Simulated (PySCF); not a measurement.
A structure optimised at PBE-D3(BJ)/def2-TZVPD, used in a PySCF frequency run:

```
Ca
O 1 1.8280
```

### Question
Write its SMILES, formula and point group.

### Answer
[O]=[Ca], CaO, C∞v

### Question
What are its rotational constants (standard atomic weights)?

### Answer
13.226 GHz (linear rotor, B only)
